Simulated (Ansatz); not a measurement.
`[OH][Ga]([OH])[O][SiH3]` + `[SH][Al]([SH])[Br]` → `[OH][Ga]([Br])[O][SiH3]` + `[OH][Al]([SH])[SH]`  (redistribution)

Isolated molecules relaxed with PBE0-D4/def2-TZVP in Ansatz; ΔE leaves out vibrations. CCSD(T)/CBS is the MP2 limit (def2-TZVPP, def2-QZVPP) plus CCSD(T) − MP2 in def2-TZVPP, frozen cores. DFT in def2-TZVPP. For Br, Ga outer-core shells are correlated without core-valence functions, which leaves a few kJ/mol of doubt a bond. Scalar relativity is left out up to krypton. One conformer a species, not always the lowest.

| level | ΔE (kJ/mol) |
| --- | --- |
| PBE0-D4 | -41.7 |
| PBE0 | -41.5 |

Question: What does CCSD(T)/CBS give? (Estimate.)

Answer: The calculation gave: -39.4 kJ/mol. The listed levels differ from it by -2.3, -2.1 kJ/mol.

Largest T1 diagnostic among the species: 0.014.

In def2-TZVPP, CCSD(T) changes the Hartree–Fock value by +5.8 kJ/mol (the triples alone add +1.0 kJ/mol) and MP2 by +7.5 kJ/mol.
